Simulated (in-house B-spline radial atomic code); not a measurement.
# LC-wPBE excitations of Si III (Si2+)

Method: LC-wPBE. Computed with an all-electron radial atomic-structure program (B-spline basis): linear response of the closed shell [Ne] 3s2 with the functional's adiabatic kernel; scalar-relativistic (spin-free one-electron X2C), finite nucleus, no spin-orbit coupling, no double excitations, S, P, D and F terms only.

Command:
```bash
python run_td.py task.json out
```
Settings (radii: box in bohr, nucleus in fm):
```
Z                        14
electrons                12
configuration            [Ne] 3s2
hamiltonian              x2c
method                   lc_wpbe
box_radius               29.48
rms_radius               3.1224
intervals                74
```

Cost of the run: 1.1 s on 1 thread of Arm Neoverse N1, on a shared host.

The lowest states, in the order of their Tamm-Dancoff energies; the method's threshold (minus the highest occupied level) is 32.60 eV. Labels give the largest channel, * marks a mixed state, and oscillator strengths are full-response dipole values. Semilocal kernels can invert the small singlet-triplet splittings of Rydberg terms. Energies in eV:

| state | full response | Tamm-Dancoff | oscillator strength |
| --- | --- | --- | --- |
| 3s → 3p 3P | ? | ? | - |
| 3s → 3p 1P | 10.081 | 10.452 | 1.61 |
| 3s → 3d 3D | ? | ? | - |
| 3s → 3d 1D | 18.141 | 18.149 | - |
| 3s → 4s 3S | 18.614 | 18.624 | - |
| 3s → 4s 1S | 19.354 | 19.374 | - |
| 3s → 4p 3P | 21.030 | 21.042 | - |
| 3s → 4p 1P | 21.383 | 21.413 | 0.017 |
| 3s → 4d 3D | 24.103 | 24.114 | - |
| 3s → 4d 1D | 24.409 | 24.411 | - |

Question: Where does 3s → 3d 3D lie?

Answer: At 16.743 eV in full response, 16.801 eV in Tamm-Dancoff.

Question: Where does 3s → 3p 3P lie?

Answer: At 5.609 eV in full response, 5.998 eV in Tamm-Dancoff.

Question: How large is the singlet-triplet splitting of 3s → 3p (P terms) in Tamm-Dancoff?

Answer: 4.45 eV, from the unrounded values.

Question: What polarisabilities and dispersion coefficient does the method give?

Answer: Dipole 12.04 bohr³, quadrupole 34.62 bohr⁵, C6 41.9 hartree·bohr⁶ for two such species.
